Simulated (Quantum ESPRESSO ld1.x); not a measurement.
Results of a calculation; reference values are marked as such.
Pm10+, configuration [Kr] 4d10 4f3 5s2. Level of theory: scalar-relativistic Kohn-Sham, LDA (Slater exchange, Perdew-Zunger correlation), spin-polarised, spherical densities, point nucleus; open shells are filled with parallel spins first (ld1.x of Quantum ESPRESSO 7.5). Some entries of the table are withheld. Estimate them.

orbital,occ.,eigenvalue (eV),r(max) (bohr)
1s down,1,-45146.3,0.01480
1s up,1,-45146.3,0.01480
2s up,1,-7478.94,0.08386
2s down,1,-7478.90,0.08386
2p up,3,-6699.63,0.06762
2p down,3,-6699.61,0.06762
3s up,1,-1759.20,0.2389
3s down,1,-1757.94,0.2388
3p up,3,-1514.45,0.2340
3p down,3,-1513.20,0.2339
3d up,5,-1178.09,0.1917
3d down,5,-1177.11,0.1916
4s up,1,-478.099,0.5505
4s down,1,-475.218,0.5504
4p up,3,-397.048,(1)
4p down,3,-394.199,(2)
4d up,5,-282.194,0.5973
4d down,5,-279.399,0.5973
5s up,1,-180.398,1.196
5s down,1,-178.675,1.200
4f up,3,-156.515,0.5985
4f down,0,-153.820,0.5995

Answer. 
(1) 4p up r(max) (bohr): 0.5738
(2) 4p down r(max) (bohr): 0.5737
